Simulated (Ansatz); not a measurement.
Program: Ansatz. Geometries: PBE0-D4/def2-TZVP. ΔE: electronic, gas phase. CBS: MP2 limit from def2 TZ/QZ plus the TZ coupled-cluster correction, frozen cores. This one scheme is used for every species. DFT in def2-TZVPP. B3LYP here is the variant with VWN-RPA as its local correlation; programs differ in this. HSE06 is defined as in plane-wave codes. One conformer a species, not always the lowest.

Consider the formal exchange of groups at the Al–C bond: `C[CH](C)[AlH][Cl]` + `CON` → `C[O][AlH][Cl]` + `CC(C)N`.

```tsv
level	ΔE (kJ/mol)	difference from CCSD(T)/CBS
LDA (SPW92)	-302.7	15.3
PBE-D4	-289.9	28.1
revPBE-D4	-288.5	29.5
r2SCANh-D4	-313.3	4.7
CAM-B3LYP-D4	-315.5	2.5
ωB97X-V	-306.7	11.3
ωB97M-V	-308.9	9.1
PBE-QIDH	-318.6	-0.6
PBE0	-302.5	15.5
B3LYP	-309.4	8.6
HSE06	-302.0	16.0
LC-ωPBE	-309.2	8.8
CCSD/def2-SVP	-313.2	4.8
MP2/def2-TZVPP	-327.7	-9.7
CCSD/def2-TZVPP	-319.2	-1.2
SCS-MP2/def2-QZVPP	-325.9	-7.9
CCSD(T)/CBS	-318.0	0
```

Largest T1 diagnostic among the species: 0.011.

From BLYP to BHLYP (50 % exact exchange), in def2-TZVPP and without D4, ΔE moves by −25.2 kJ/mol. In def2-TZVPP, CCSD(T) changes the Hartree–Fock value by +19.5 kJ/mol (the triples alone add +4.1 kJ/mol) and MP2 by +6.9 kJ/mol.
